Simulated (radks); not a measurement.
Task: Isoelectronic series with 16 electrons, all held in the configuration [Ne] 3s2 3p4, which need not be the ground one along the series. All-electron calculation, scalar-relativistic Kohn-Sham, PBEsol, spin-unpolarised, spherical densities, point nucleus. Program: a radial shooting solver on a logarithmic mesh with Libxc functionals. Total energies (hartree) and mean radii <r> (bohr) (* marks an orbital that is empty in some or all of the ions):

| ion | E (hartree) | 4s* | 3d* | 3p | 3s |
|---|---|---|---|---|---|
| Te36+ | -5733.19523 | 0.5494 | 0.2497 | 0.2824 | 0.2907 |
| Xe38+ | -6228.11158 | 0.5232 | 0.2381 | 0.2694 | 0.2774 |
| Ba40+ | -6745.7396 | 0.4993 | 0.2274 | 0.2576 | 0.2651 |
| Ce42+ | -7286.4584 | 0.4772 | 0.2177 | 0.2467 | 0.2537 |
| Nd44+ | -7850.6729 | 0.4569 | 0.2087 | 0.2367 | 0.2432 |
| Sm46+ | -8438.8167 | 0.4381 | 0.2005 | 0.2274 | 0.2334 |
| Gd48+ | -9051.3532 | 0.4207 | 0.1928 | 0.2187 | 0.2243 |
| Dy50+ | -9688.7790 | 0.4044 | 0.1858 | 0.2106 | 0.2157 |
| Er52+ | -10351.6261 | 0.3892 | 0.1792 | 0.2031 | 0.2077 |
| Yb54+ | -11040.4653 | 0.3750 | 0.1730 | 0.1961 | 0.2002 |
| Hf56+ | -11755.9096 | 0.3616 | 0.1672 | 0.1895 | 0.1931 |
| W58+ | -12498.6185 | 0.3490 | 0.1618 | 0.1832 | 0.1864 |

Estimate the row of Os60+.

Result: E (hartree) -13269.3022; 4s* 0.3371; 3d* 0.1567; 3p 0.1774; 3s 0.1800.
